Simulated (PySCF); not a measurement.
AlCl₃, SMILES [Cl][Al-]([Cl])[Cl], charge -1, multiplicity 2. Atoms are numbered in the order given.

```xyz
4

Al     0.0000     0.0000    -0.6478
Cl     1.7943     1.0359     0.1651
Cl     0.0000    -2.0718     0.1651
Cl    -1.7943     1.0359     0.1651
```
Charge -1, spin multiplicity 2.

Coordinates come from a TPSSh-D3(BJ)/def2-SVPD optimisation.

All values below come from B3LYP/def2-TZVPD in PySCF.

Mulliken values depend strongly on the basis, most of all with diffuse functions as here. Atomic charges (e):

| atom | Mulliken | meta-Löwdin | Mulliken spin |
|---|---|---|---|
| Al1 | 0.13 | 0.42 | 0.87 |
| Cl2 | -0.38 | -0.47 | 0.04 |
| Cl3 | -0.38 | -0.47 | 0.04 |
| Cl4 | -0.38 | -0.47 | 0.04 |
